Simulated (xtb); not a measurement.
C₆H₆, charge +1, doublet, geometry from GFN2-xTB (a state made from the parent by changing its charge; the spin is typed, not shown lowest); GFN2-xTB (xtb).

Input for xtb:
```
$ xtb mol.xyz --gfn 2 --chrg 1 --uhf 1 --hess --json

# file mol.xyz
12

C     -0.01688515     1.36947427     0.00961642
C      1.19379954     0.67131572     0.00390052
C      1.23406477    -0.71230281     0.09409357
C      0.01688515    -1.36947427    -0.00961642
C     -1.19379954    -0.67131572    -0.00390052
C     -1.23406477     0.71230281    -0.09409357
H     -0.01954353     2.44190082     0.18080582
H      2.12430322     1.20778904    -0.15663252
H      2.16826329    -1.25109082     0.10012212
H      0.01954353    -2.44190082    -0.18080582
H     -2.12430322    -1.20778904     0.15663252
H     -2.16826329     1.25109082    -0.10012212
```

It wrote (shortened):

```
   ID    Z sym.   atoms
    1    6 C      1-6
    2    1 H      7-12

           -------------------------------------------------
          |                Calculation Setup                |
           -------------------------------------------------

           -------------------------------------------------
          |                 G F N 2 - x T B                 |
           -------------------------------------------------

          ...................................................
          :                      SETUP                      :
          :.................................................:
          :  # basis functions                  30          :
          :  # atomic orbitals                  30          :
          :  # shells                           18          :
          :  # electrons                        29          :
          :  max. iterations                   250          :
          :  Hamiltonian                  GFN2-xTB          :
          :  restarted?                      false          :
          :  GBSA solvation                  false          :
          :  PC potential                    false          :
          :  electronic temp.          300.0000000     K    :
          :  accuracy                    1.0000000          :
          :  -> integral cutoff          0.2500000E+02      :
          :  -> integral neglect         0.1000000E-07      :
          :  -> SCF convergence          0.1000000E-05 Eh   :
          :  -> wf. convergence          0.1000000E-03 e    :
          :  Broyden damping             0.4000000          :
          :  net charge                          1          :
          :  unpaired electrons                  1          :
          ...................................................

 iter      E             dE          RMSdq      gap      omega  full diag
   1    -15.6569401 -0.156569E+02  0.594E+00    4.37       0.0  T
   2    -15.6687119 -0.117718E-01  0.337E+00    4.23       1.0  T
   3    -15.6617262  0.698567E-02  0.119E+00    4.25       1.0  T
   4    -15.6707383 -0.901203E-02  0.183E-01    4.21       1.0  T
   5    -15.6709567 -0.218426E-03  0.488E-02    4.23       1.0  T
   6    -15.6709565  0.182412E-06  0.111E-02    4.23       2.6  T
   7    -15.6709570 -0.470386E-06  0.175E-03    4.23      16.5  T
   8    -15.6709570 -0.385810E-08  0.272E-04    4.23     106.1  T
   9    -15.6709570 -0.954170E-10  0.119E-04    4.23     242.1  T

[...]
         :: total energy             -15.364353827539 Eh    ::
[...]
          :  scaling factor                  1.0000000      :
          :  rotor cutoff                   50.0000000 cm⁻¹ :
          :  imag. cutoff                  -20.0000000 cm⁻¹ :
          :.................................................:

    mode    ω/cm⁻¹     T·S(HO)/kcal·mol⁻¹    T·S(FR)/kcal·mol⁻¹   T·S(vib)
   ------------------------------------------------------------------------
       1    131.60    -0.87137 ( 97.96%)    -0.76955 (  2.04%)    -0.86929
   ------------------------------------------------------------------------

   temp. (K)  partition function   enthalpy   heat capacity  entropy
                                   cal/mol     cal/K/mol   cal/K/mol   J/K/mol
 298.15  VIB   4.60                 1594.356     14.242      8.373
         ROT  0.446E+05              888.752      2.981     24.254
         INT  0.205E+06             2483.108     17.222     32.627
         TR   0.668E+27             1481.254      4.968     38.964
         TOT                        3964.3622    22.1906    71.5914   299.5385

       T/K    H(0)-H(T)+PV         H(T)/Eh          T*S/Eh         G(T)/Eh
   ------------------------------------------------------------------------
    298.15    0.631761E-02    0.985870E-01    0.340154E-01    0.645716E-01
   ------------------------------------------------------------------------

         :::::::::::::::::::::::::::::::::::::::::::::::::::::
         ::                  THERMODYNAMIC                  ::
         :::::::::::::::::::::::::::::::::::::::::::::::::::::
         :: total free energy         -15.299782265434 Eh   ::
         ::.................................................::
         :: total energy              -15.364353827588 Eh   ::
         :: zero point energy           0.092269339769 Eh   ::
         :: G(RRHO) w/o ZPVE           -0.027697777615 Eh   ::
         :: G(RRHO) contrib.            0.064571562154 Eh   ::
         :::::::::::::::::::::::::::::::::::::::::::::::::::::

           -------------------------------------------------
          | TOTAL ENERGY              -15.364353827588 Eh   |
          | TOTAL ENTHALPY            -15.265766874507 Eh   |
          | TOTAL FREE ENERGY         -15.299782265434 Eh   |
          | GRADIENT NORM               0.000035793477 Eh/α |
          | HOMO-LUMO GAP               4.225999220113 eV   |
           -------------------------------------------------

normal termination of xtb
```
